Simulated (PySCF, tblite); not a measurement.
Calculations on `[SiH3]CC(=S)C1(Cl)CC1`, in the order of a workflow; each names the level of the geometry that it ran on. Settings lines and outputs come from a driver script.

Compound: C5H9ClSSi.
SMILES with atom numbers: `[SiH3:1][CH2:2][C:3](=[S:4])[C:5]1([Cl:6])[CH2:7][CH2:8]1` (hydrogens: H9, H10, H11 on Si1; H12, H13 on C2; H14, H15 on C7; H16, H17 on C8)

Step 1: GFN2-xTB geometry optimisation, gas phase (tblite 0.8.0) (from a force-field or distance-geometry start)
```json
{"job": {"kind": "relax", "xc": "GFN2-xTB", "basis": "xTB"}, "charge": 0, "multiplicity": 1}
```
```
step      E/eV     max force
  0    -674.10289    1.668
  1    -674.20482    0.646
  2    -674.23468    0.426
...
143    -674.50411    0.013
144    -674.50414    0.016
145    -674.50416    0.014
146    -674.50418    0.011
147    -674.50419    0.005
```

Energy lowered by 9.3 kcal/mol over 147 steps; largest atomic force 0.005 eV/Å at the end. «max force» is the largest atomic force in eV/Å.

Time: 2.5 s. Hardware: an Arm Neoverse N1 with one thread, on a shared host.

Step 2: GFN2-xTB harmonic vibrations, gas phase (tblite 0.8.0) (on the GFN2-xTB geometry)
```json
{"job": {"kind": "ir", "xc": "GFN2-xTB", "basis": "xTB"}, "charge": 0, "multiplicity": 1}
```
```
(table of modes left out)
```

45 modes from 38 to 3114 cm⁻¹ (unscaled, harmonic); zero-point energy 75.1 kcal/mol; all wavenumbers are real at this level.

On Arm Neoverse N1, one thread, shared host with 64 logical CPUs at a one-minute load of 62, this took 1.4 s of wall time.

Step 3: TDDFT CAM-B3LYP/def2-SVPD, vertical, gas phase, core orbitals frozen in the response (PySCF 2.14.0, density-fitted response routines) (on the GFN2-xTB geometry)
```json
{"job": {"kind": "uv", "xc": "CAM-B3LYP", "basis": "def2-SVPD", "nstates": 8, "ntriplets": 3}, "charge": 0, "multiplicity": 1}
```
```
...
Static polarisability (au): isotropic 118.198, principal 93.613 123.498 137.482
Singlet excitations
state   eV       nm        f      main configurations
  1   2.7059    458.2   0.00056   H->L 0.98
  2   4.9020    252.9   0.18350   H-1->L 0.95
  3   5.9240    209.3   0.09007   H-2->L 0.85
  4   6.1881    200.4   0.07382   H->L+1 0.59, H-3->L 0.09
  5   6.2491    198.4   0.02843   H-3->L 0.79
  6   6.3541    195.1   0.05490   H->L+2 0.63, H->L+1 0.08
  7   6.5891    188.2   0.00245   H->L+5 0.41, H-5->L 0.13
  8   6.5947    188.0   0.00351   H->L+5 0.21, H-1->L+1 0.17, H-5->L 0.17
Triplet excitations (Tamm-Dancoff, eV): 2.3215 3.0072 5.3918
```

HOMO -7.80 eV, LUMO -1.01 eV; lowest singlet 2.71 eV; lowest triplet 2.32 eV (Tamm–Dancoff); mean polarisability 118.2 au.

Hardware: Arm Neoverse N1, one thread (shared host). Cost: 2.3 min wall, 1.2 GiB resident at most.

Geometry of the electronic-property runs (GFN2-xTB):
```
atom  x, y, z in Å
Si1    2.2877   -0.4761    0.8531
C2     1.5657    0.4837   -0.6681
C3     0.2275   -0.0165   -0.9851
S4    -0.0506   -0.9678   -2.2897
C5    -0.8851    0.3071   -0.0834
Cl6   -0.4216    1.1802    1.3816
C7    -2.2464    0.6410   -0.6498
C8    -2.0486   -0.6441    0.0729
H9     3.4462   -1.2194    0.3602
H10    1.2971   -1.4118    1.3790
H11    2.6740    0.5090    1.8582
H12    2.2193    0.3485   -1.5270
H13    1.5321    1.5411   -0.4085
H14   -2.8030    1.4299   -0.1682
H15   -2.3333    0.6159   -1.7262
H16   -2.0016   -1.5561   -0.5040
H17   -2.4664   -0.7525    1.0616
```

 (This holds for the electronic-property runs.)

One conformer stands for the species.
